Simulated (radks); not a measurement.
Question: Valence configurations of the holmium ion Ho+ (all share [Xe]). Method: Dirac Kohn-Sham, PBE, spin-unpolarised, spherical densities, finite nucleus; open shells fill j = l - 1/2 first; Fermi nuclear charge, rms radius 5.2022 fm; computed with a radial shooting solver on a logarithmic mesh with Libxc functionals. Order these by energy: 4f10.5 5d0.5 6s1; 4f12; 4f10.5 6s1 6p0.5; 4f10 6s2; 4f11 5d1; 4f11 6p1; 4f11.5 6s0.5; 4f11 6s1; 4f10 5d1 6s1; 4f9 5d2 6s1.

Answer: From the lowest, in eV above it: 4f11 6s1 0.000; 4f11.5 6s0.5 0.590; 4f10.5 5d0.5 6s1 1.635; 4f11 5d1 2.197; 4f12 2.307; 4f10.5 6s1 6p0.5 2.600; 4f11 6p1 3.236; 4f10 6s2 3.423; 4f10 5d1 6s1 4.427; 4f9 5d2 6s1 13.912. NIST lists [Xe] 4f11 6s1 as the ground configuration; this level of theory agrees among the configurations tried. The energies are those of spherical spin-averaged densities, not of single terms.
